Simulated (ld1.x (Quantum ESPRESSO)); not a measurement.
An all-electron radial function and its pseudo partner (oxygen)

Columns: radius, all-electron u(r) and pseudo u(r) of the 2s shell (level -23.96 eV) of oxygen in the configuration [He] 2s2 2p4; PBE, scalar-relativistic, RRKJ scheme, ld1.x (Quantum ESPRESSO) 7.5.

```tsv
r (bohr)	all-electron	pseudo
0.070	0.3913	-0.0678
0.140	0.3880	-0.1392
0.210	0.2154	-0.2174
0.280	-0.0135	-0.3059
0.350	-0.2426	-0.4063
0.420	-0.4461	-0.5177
0.490	-0.6145	-0.6341
0.560	-0.7458	-0.7450
0.630	-0.8418	-0.8382
0.700	-0.9066	-0.9052
0.770	-0.9449	-0.9447
0.840	-0.9614	-0.9614
0.910	-0.9607	-0.9607
0.980	-0.9465	-0.9465
1.050	-0.9222	-0.9222
1.120	-0.8904	-0.8904
1.190	-0.8535	-0.8535
1.260	-0.8132	-0.8132
1.330	-0.7708	-0.7708
1.400	-0.7276	-0.7276
1.470	-0.6842	-0.6842
1.540	-0.6415	-0.6415
1.610	-0.5998	-0.5998
1.680	-0.5596	-0.5596
1.750	-0.5210	-0.5210
1.820	-0.4842	-0.4842
```

Q: How many radial nodes do the two functions have?

A: The all-electron 2s function has n − l − 1 = 1; the pseudo-wave has 0, since the states of the same l below it are removed with the core.

Q: At about which radius was the pseudo-wave matched?

A: 0.85 bohr. The columns agree to 0.0005 from 0.77 bohr on; several derivatives are matched, so the curves merge somewhat inside the radius.

Q: Is the pseudo-wave norm-conserving?

A: Yes: the RRKJ scheme keeps the norm inside the radius equal to the all-electron one, which fixes the energy derivative of the logarithmic derivative at the level.
